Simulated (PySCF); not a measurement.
H3Si2, charge +1, multiplicity 1. Atoms are numbered in the order given.

```xyz
5

Si     0.0000     0.0000    -1.3502
Si     0.0000     0.0000     1.0469
H     -1.2466     0.7197     1.4154
H      1.2466     0.7197     1.4154
H      0.0000    -1.4395     1.4154
```
Charge +1, spin multiplicity 1.

The structure is a stationary point at PBE0-D3(BJ)/def2-TZVP. The multiplicity is an assumed one; other spin states were not compared. The isomer is the one that the SMILES or the coordinates give; other isomers of the formula were not compared.

The numbers are results of B3LYP/def2-TZVPD in PySCF, not measurements.

Gas-phase values at a fixed geometry.

| Item | Result |
|---|---|
| total energy | -580.46249 hartree |
| point group | C3v |
| highest occupied level | -12.82 eV |
| lowest empty level | -9.87 eV |
| orbital gap | 2.95 eV |
| dipole moment about the centre of nuclear charge | 2.40 D |
| mean static polarisability | 53.0 bohr³ (7.85 Å³) |
| polarisability, principal values | 43.5, 43.5, 71.8 bohr³ |
